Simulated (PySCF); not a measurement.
Species: C₅H₈F₃N.
Numbering: `[CH3:1][NH:2][CH2:3][CH2:4][C:5]([F:6])=[C:7]([F:8])[F:9]` (hydrogens: H10, H11, H12 on C1; H13 on N2; H14, H15 on C3; H16, H17 on C4)

Structure used (GFN2-xTB), in Å, numbered top down from 1:
```xyz
17
C5H8F3N angstrom
C      2.265    0.654   -0.411
N      0.883    0.228   -0.343
C      0.629   -0.694    0.744
C     -0.860   -1.066    0.791
C     -1.694    0.148    1.030
F     -1.679    0.624    2.289
C     -2.388    0.799    0.106
F     -2.468    0.386   -1.156
F     -3.114    1.893    0.287
H      2.506    1.204    0.498
H      2.387    1.320   -1.262
H      2.976   -0.181   -0.508
H      0.609   -0.195   -1.226
H      1.224   -1.622    0.671
H      0.906   -0.190    1.676
H     -1.161   -1.524   -0.152
H     -1.027   -1.773    1.605
```

Jobs on this species (17 atoms, 72 electrons) with PySCF (density fitting). Hardware of each: an Arm Neoverse V2 with one thread, no GPU, shared host. Other jobs ran on the host; a repeat could differ by tens of per cent or more. Peak memory is the resident size of the whole Python process, interpreter and libraries included.

| level and settings | work | basis functions | SCF cycles | wall time | peak memory |
| --- | --- | --- | --- | --- | --- |
| HCTH407/6-31G*, grid level 1, energy threshold 1e-07 Eh | shieldings, charges and field gradients | 142 | ? | ? | ? |
| B97-D/STO-3G, damping 0.1 at the start, DIIS from the seventh cycle | 1 singlet by TDA, polarisability | 53 | 23 | 11 s | 0.38 GiB |
| X3LYP/6-311G**, start guess sap | shieldings, charges and field gradients | 210 | 21 | 40 s | 0.85 GiB |
| CAM-B3LYP/ANO-RCC-VDZP | shieldings, charges and field gradients | 166 | 13 | 64 s | 0.89 GiB |

Q: Fill in the missing figures.

A: 
- HCTH407/6-31G*, grid level 1, energy threshold 1e-07 Eh; shieldings, charges and field gradients: 16 s, 0.60 GiB, 10 SCF cycles

Q: What do all jobs in the table cost together?

A: About 2.2 min; the longest takes about 49 % of that, and about 5.8 times as long as the shortest.

Note: B97-D ran without an empirical dispersion term, which enters the total energy and its gradient alone.
